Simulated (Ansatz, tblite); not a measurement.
Forces on Sn(vinyl)3Br (C6H9BrSn) at its PBE-D4/def2-SVP geometry. Charge 0, multiplicity 1.

In the def2 sets Sn takes a core potential; there is no spin–orbit coupling. The xTB rows come from tblite.

GFN1-xTB (tblite), largest force 1.16 eV/Å:

```xyz
17
positions Å, forces eV/Å
Sn   -0.045   -0.072   -0.015    0.397    0.589    0.183
C     1.380   -1.684   -0.164    1.058   -0.483    0.033
C     2.696   -1.503    0.036   -0.796   -0.074   -0.117
H     0.991   -2.689   -0.415    0.300    0.687    0.175
H     3.117   -0.514    0.289   -0.248   -0.697   -0.171
H     3.415   -2.339   -0.044   -0.375    0.545    0.066
C    -1.458   -0.315    1.595   -0.512    0.276    1.008
C    -1.505    0.522    2.645    0.054   -0.483   -0.645
H    -2.162   -1.166    1.533    0.478    0.600    0.071
H    -0.817    1.381    2.738   -0.490   -0.579   -0.025
H    -2.237    0.385    3.462    0.465    0.139   -0.455
C    -0.965    0.440   -1.896   -0.237    0.682   -0.910
C    -0.763    1.625   -2.498   -0.099   -0.701    0.388
H    -1.625   -0.313   -2.365    0.455    0.543    0.301
H    -0.112    2.400   -2.057   -0.455   -0.503   -0.339
H    -1.242    1.874   -3.462    0.318   -0.082    0.577
Br    1.333    1.968    0.617   -0.311   -0.461   -0.142
```

GFN2-xTB (tblite), largest force 1.64 eV/Å:

```
Sn 0.192 0.285 0.091
C 1.527 -0.587 0.072
C -0.722 -0.167 -0.127
H 0.276 0.717 0.179
H -0.283 -0.770 -0.189
H -0.503 0.619 0.065
C -0.656 0.467 1.427
C -0.027 -0.501 -0.559
H 0.504 0.606 0.044
H -0.540 -0.645 -0.035
H 0.539 0.116 -0.581
C -0.272 1.034 -1.239
C -0.152 -0.678 0.285
H 0.472 0.535 0.335
H -0.504 -0.563 -0.370
H 0.357 -0.159 0.699
Br -0.208 -0.307 -0.094
```

PBE-D4/def2-TZVP (Ansatz), largest force 0.35 eV/Å:

```
Sn 0.041 0.062 0.020
C 0.279 -0.110 0.013
C -0.169 -0.010 -0.027
H 0.124 0.291 0.074
H -0.128 -0.315 -0.077
H -0.217 0.250 0.026
C -0.122 0.085 0.261
C 0.014 -0.099 -0.139
H 0.203 0.252 0.028
H -0.218 -0.271 -0.024
H 0.220 0.039 -0.246
C -0.054 0.187 -0.229
C -0.017 -0.148 0.087
H 0.193 0.227 0.129
H -0.206 -0.239 -0.145
H 0.143 -0.075 0.290
Br -0.086 -0.126 -0.039
```
